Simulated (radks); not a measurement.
Question: Calculated with a radial shooting solver on a logarithmic mesh with Libxc functionals: non-relativistic Kohn-Sham, LDA (Slater exchange, Perdew-Wang correlation), spin-polarised, spherical densities, point nucleus; open shells are filled with parallel spins first. Response by self-consistent Sternheimer equations with the Hartree and adiabatic LDA kernel. For heavy and open-shell atoms this level of theory can miss by tens of per cent. Rank V5+, V2+, V+, V6+, V, V3+, V4+ (NIST ground configurations) by static dipole polarisability, largest first.

Answer: V 85.09, V+ 17.58, V2+ 4.885, V3+ 2.280, V4+ 1.444, V5+ 1.091, V6+ 0.9326 bohr^3.
